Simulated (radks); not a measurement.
Trend from Lu4+ to Hg4+: ionisation energy by Delta-SCF between NIST ground configurations, and size. Calculated with a radial shooting solver on a logarithmic mesh with Libxc functionals: scalar-relativistic Kohn-Sham, SCAN, spin-polarised, spherical densities, finite nucleus; open shells are filled with parallel spins first (spin-orbit coupling, left out, can overturn this in heavy ions); meta-GGA in the generalised Kohn-Sham scheme; Fermi nuclear charge, rms radius of each element as measured or else 0.836 A^(1/3) + 0.57 fm.

species  configuration  configuration of the ion  IE (eV)  NIST (eV)       kind
Lu4+         [Xe] 4f13                 [Xe] 4f12   68.537       66.8  semi-emp.
Hf4+         [Xe] 4f14                 [Xe] 4f13   69.689      68.37  semi-emp.
Ta4+     [Xe] 4f14 5d1                 [Xe] 4f14   47.505      48.27  semi-emp.
W4+      [Xe] 4f14 5d2             [Xe] 4f14 5d1   50.668       51.6  semi-emp.
Re4+     [Xe] 4f14 5d3             [Xe] 4f14 5d2   53.691         52     theory
Os4+     [Xe] 4f14 5d4             [Xe] 4f14 5d3   56.668         55     theory
Ir4+     [Xe] 4f14 5d5             [Xe] 4f14 5d4   59.609         57     theory
Pt4+     [Xe] 4f14 5d6             [Xe] 4f14 5d5   57.207         56     theory
Au4+     [Xe] 4f14 5d7             [Xe] 4f14 5d6   60.607         60     theory
Hg4+     [Xe] 4f14 5d8             [Xe] 4f14 5d7   63.778       61.2       exp.

Reference values: NIST Atomic Spectra Database (exp. = measured, semi-emp. = semi-empirical, theory = theoretical value adopted there). Open shells are spherical and high-spin; term and fine-structure splittings are not resolved. Spin-orbit splitting is averaged out at the scalar-relativistic level.
